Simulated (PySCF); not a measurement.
SnHCl₂Br, SMILES [Cl][SnH]([Cl])[Br].

Geometry optimised at PBE0-D3(BJ)/def2-SVP. The structure was generated by enumeration; whether it is a known compound was not checked. The def2 effective core potentials stand for the cores of Sn; spin–orbit coupling is left out.

All values below come from TDA-LC-ωPBE/def2-SVPD (PySCF).

Vertical excitations.  State labels are in the subgroup Cs.

```csv
state,symmetry,energy (eV),λ (nm),f,main pairs
S1,A",5.71,217,0.013,HOMO→LUMO 89 %
S2,A',5.74,216,0.020,HOMO−1→LUMO 86 %
S3,A",6.37,195,0.033,HOMO−3→LUMO 83 %
S4,A',6.41,193,0.085,HOMO−2→LUMO 80 %
S5,A",6.48,191,0.001,HOMO−5→LUMO 83 %
S6,A',6.62,187,0.062,HOMO−4→LUMO 77 %
S7,A',7.76,160,0.057,"HOMO→LUMO+2 42 %, HOMO−6→LUMO 32 %, HOMO−2→LUMO+1 7 %"
S8,A",7.90,157,0.020,HOMO−1→LUMO+2 85 %
S9,A',8.02,155,0.001,"HOMO−1→LUMO+1 60 %, HOMO→LUMO+2 13 %"
S10,A",8.05,154,0.010,"HOMO→LUMO+1 65 %, HOMO−7→LUMO 13 %"
T1,A',5.13,242,0,HOMO−1→LUMO 87 %
T2,A",5.17,240,0,HOMO→LUMO 86 %
T3,A',5.50,225,0,HOMO−2→LUMO 86 %
T4,A",5.76,215,0,HOMO−3→LUMO 82 %
```
Triplets are in the Tamm–Dancoff approximation.
